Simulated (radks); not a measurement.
All-electron atom: Be in [He] 2s2. Method: non-relativistic Kohn-Sham, r2SCAN, spin-polarised, spherical densities, point nucleus; meta-GGA in the generalised Kohn-Sham scheme; computed with a radial shooting solver on a logarithmic mesh with Libxc functionals.

Unscreened Slater integrals over Kohn-Sham orbitals (hartree). They are taken over the spin-up orbitals.

| integral | value |
|---|---|
| F0(2s,2s) | 0.34689 |
| F0(2s,1s) | 0.48710 |
| G0(2s,1s) | 0.028525 |
| F0(1s,1s) | 2.2608 |
